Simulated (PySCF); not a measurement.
# Polarisability and C₆ of Fe (iron, neutral)

[Ar] 3d6 4s2, high-spin 5D determinant. Calculation: PySCF 2.14, in aug-cc-pVTZ with one added diffuse shell each of s, p, d, f, g type (9s8p6d4f3g, 118 functions); the non-relativistic Hamiltonian (point nucleus). Coupled (time-dependent) response in atomic units; α is the mean over directions.

| method | mean α (bohr³) | α xx, yy, zz | C₆ (like pair) | S(−4) |
| --- | --- | --- | --- | --- |
| PW91 | 63.05 | 62.33, 62.33, 64.47 | 566.1 | 2246 |

S(−4) is the Cauchy moment in α(ω) = α(0) + S(−4) ω² + …

Reference α: 62 ± 4 bohr³ (recommended; Schwerdtfeger and Nagle, table of static dipole polarizabilities (2023 update)). Published C₆: 482.0 (Chu and Dalgarno (2004); Tang, Norbeck and Certain (1976)).

α(iu) at PW91:

```tsv
u (hartree)	α(iu) (bohr³)
0	63.05
0.0500	58.02
0.100	47.49
0.200	29.04
0.300	18.66
0.500	9.701
0.750	5.647
1.00	3.861
1.50	2.269
2.00	1.549
3.00	0.8848
5.00	0.4127
```

A single London oscillator, α(iu) = α/(1 + u²/ω²), gives C₆ = (3/4) ω α². Matching the computed C₆ needs ω = 4 × 566.1 / (3 × 63.05²) = 0.190 hartree.

The components differ because the open shell of this determinant is not spherical; for a pure term their mean is the scalar polarisability.
